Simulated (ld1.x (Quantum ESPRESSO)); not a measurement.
**rhodium, PAW: configuration errors across variants**

```json
{"Element": "Rh", "Generator": "ld1.x (Quantum ESPRESSO) 7.5", "Type": "PAW", "Functional": "PW91", "Relativity": "scalar-relativistic", "Frozen core": "[Kr]", "Valence charge": "9", "Reference configuration": "4d8 5s1 5p0", "Partial waves": "5s (bound): rcut 2.30, rcutus 2.55 bohr; 5s channel at 2 Ry: rcut 2.30, rcutus 2.55 bohr; 5p (bound, empty): rcut 2.60, rcutus 2.75 bohr; 5p channel at 0.7 Ry: rcut 2.60, rcutus 2.75 bohr; 4d (bound): rcut 1.30, rcutus 1.55 bohr; 4d channel at 1 Ry: rcut 1.30, rcutus 1.55 bohr", "Local potential": "all-electron potential smoothed inside 1.65 bohr (lloc = -1)", "Core correction": "Bessel-smoothed model core, default radius (core density twice the valence density)", "Augmentation charge": "PSQ, inside the norm-conserving radii"}
```

All-electron excitation energies from the reference (eV): (1) 4d8 5s0 5p0 7.524; (2) 4d7 5s0 5p0 27.108; (3) 4d6 5s0 5p0 59.689; (4) 4d7 5s2 5p0 2.472; (5) 4d8 5s0 5p1 3.638; (6) 4d8 5s0.5 5p0 2.948; (7) 4d9 5s0 5p0 -0.912.

A true bound ghost makes a file unfit for plane-wave use even where its test errors are small: the radial tests pick states by their node count and pass the ghost by.

Errors AE − PS in meV (a dash: test not solved or not reliable):

```csv
change,(1),(2),(3),(4),(5),(6),(7),bound ghosts
base,-3.7,-57,-367,-40,-1.1,-1.2,-25,s
"wave 4d channel at 1 Ry: rcut 1.30, rcutus 1.55 bohr becomes 4d channel at -0.3 Ry: rcut 1.30, rcutus 1.55 bohr",-3.7,-58,-364,-40,-1.1,-1.2,-25,s
"wave 4d channel at 1 Ry: rcut 1.30, rcutus 1.55 bohr becomes 4d channel at 0.28 Ry: rcut 1.30, rcutus 1.55 bohr",-3.7,-59,-371,-41,-1.1,-1.2,-25,s
"wave 4d channel at 1 Ry: rcut 1.30, rcutus 1.55 bohr becomes 4d channel at 2.1 Ry: rcut 1.30, rcutus 1.55 bohr",-3.8,-60,-366,-39,-0.8,-1.2,–,s
"wave 4d channel at 1 Ry: rcut 1.30, rcutus 1.55 bohr becomes 4d channel at 6.02 Ry: rcut 1.30, rcutus 1.55 bohr",-3.8,-58,-363,-39,-1.0,-1.2,-24,s
```

(1) Give the same row for: wave 4d channel at 1 Ry: rcut 1.30, rcutus 1.55 bohr becomes 4d channel at -0.11 Ry: rcut 1.30, rcutus 1.55 bohr.

Results:

(1) -3.8, -59, -369, -41, -1.1, -1.2, -25; bound ghosts: s.
